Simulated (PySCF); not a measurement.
Ionisation of `CC1CCN(C)CC1` (C7H15N)

Molecule: `CC1CCN(C)CC1` (C7H15N). Optimised structure (Å), atoms numbered from 1:
```
C    -2.5112   -0.1463   -0.8155
C    -1.2958   -0.2452    0.0929
C    -0.6427    1.1164    0.3363
C     0.6114    0.9787    1.2020
N     1.5839    0.0416    0.6769
C     2.3591    0.5419   -0.4295
C     0.9861   -1.2597    0.4555
C    -0.2517   -1.2260   -0.4434
H    -2.9879   -1.1289   -0.9582
H    -2.2260    0.2330   -1.8110
H    -3.2673    0.5401   -0.4026
H    -1.6305   -0.6288    1.0774
H    -1.3588    1.8051    0.8159
H    -0.3804    1.5702   -0.6369
H     1.0992    1.9569    1.3426
H     0.3112    0.6296    2.2078
H     2.8680    1.4731   -0.1337
H     1.7839    0.7618   -1.3556
H     3.1386   -0.1893   -0.6962
H     1.7507   -1.9377    0.0428
H     0.6975   -1.6732    1.4401
H     0.0349   -0.9239   -1.4674
H    -0.6841   -2.2374   -0.5290
```

Computed at ωB97X-D3(BJ)/ma-def2-SVP // PBE0-D3(BJ)/def2-SVP with PySCF (density fitting, grid level 2). ωB97X-D3(BJ) is ωB97X-V with D3(BJ) in place of VV10. Zero-point and thermal terms (298.15 K, 1 bar) come from unscaled GFN2-xTB harmonic frequencies, with soft modes damped to free rotors in the entropy. These were taken at the GFN2-xTB minima.

Frontier levels of the parent: HOMO -8.24 eV, LUMO 1.67 eV.

Oxidation to the radical cation:
| Quantity | Value |
| --- | --- |
| Vertical ionisation energy (electronic) | 7.92 eV |
| Adiabatic ionisation energy (with zero-point energy) | 7.39 eV |
| Adiabatic, electronic part | 7.46 eV |
| Vertical gap at the product's structure | 7.17 eV |
| Inner reorganisation energy (four-point) | 751 meV |
| Relaxation of product / of parent | 459 / 291 meV |
| ⟨S²⟩ of the product | 0.755 |
| Largest spin populations | N5 0.81 |
| Largest changes of atomic charge | N5 0.40, H (on C6) 0.11 |
| Distances that move most (Å) | C7–C8 1.530 → 1.540; N5–C6 1.441 → 1.431; N5–C7 1.449 → 1.440; C3–C4 1.530 → 1.538 |
| Potential in acetonitrile | 5.17 V absolute (solvation -11 → -221 kJ/mol) |

Solvents are IEF-PCM continua (electrostatics only, gas-phase structures); absolute potentials refer to an electron at rest in vacuum.

Measured values (NIST Chemistry WebBook, evaluated or the median of agreeing entries): adiabatic ionisation energy 7.79 eV (computed 7.39, difference -0.40).

Note: ma-def2-SVP is a small basis, whose errors can reach tens of kJ/mol.

Run with `OMP_NUM_THREADS=1 python redox_run.py task.json out` on 1 thread of Arm Neoverse V1, a shared host. Structures, frequencies and single points: 7.3 min of wall time.
